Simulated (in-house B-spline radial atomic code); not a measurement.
Ni⁸⁺: [Ar] 3d2

Method: Dirac-Kohn-Sham B97-1, spherical fractional occupations, Fermi nucleus of rms radius 3.7757 fm. Calculated with a radial B-spline atomic code at the basis-set limit.

Screening seen three ways: the hydrogenic charge with the same mean radius, Z_r = [3n² - l(l+1)]/(2<r>), the one with the same energy, Z_e = n√(-2ε), and Slater's rules. Values are occupation-weighted means over j.

| shell | electrons | ε (eV) | <r> (bohr) | Z_r | Z_e | Slater |
| --- | --- | --- | --- | --- | --- | --- |
| 1s | 2 | -8440.5 | 0.05409 | 27.73 | 24.91 | 27.70 |
| 2s | 2 | -1190.7 | 0.2441 | 24.58 | 18.71 | 23.85 |
| 2p | 6 | -1050.5 | 0.2149 | 23.27 | 17.57 | 23.85 |
| 3s | 2 | -288.19 | 0.6898 | 19.57 | 13.81 | 16.75 |
| 3p | 6 | -245.15 | 0.7012 | 17.83 | 12.73 | 16.75 |
| 3d | 2 | -173.84 | 0.7003 | 14.99 | 10.72 | 9.65 |

The least bound orbital is 3d5/2 at -173.7 eV, while the most diffuse is 3p3/2 (<r> = 0.7034 bohr against 0.701 bohr): energy order and size order differ.

Spin-orbit splittings of the orbital energies (j = l + 1/2 above j = l - 1/2 when positive): 2p 17.52 eV, 3p 2.756 eV, 3d 0.4108 eV.

For the 1s electron the small component carries 1.02 % of the norm, the zero-frequency Breit interaction raises the level by 10.65 eV, self-energy by 5.318 eV, and vacuum polarisation lowers it by 0.4731 eV.

Caution: exact exchange at fractional occupations of open shells leaves self-interaction of up to several eV.
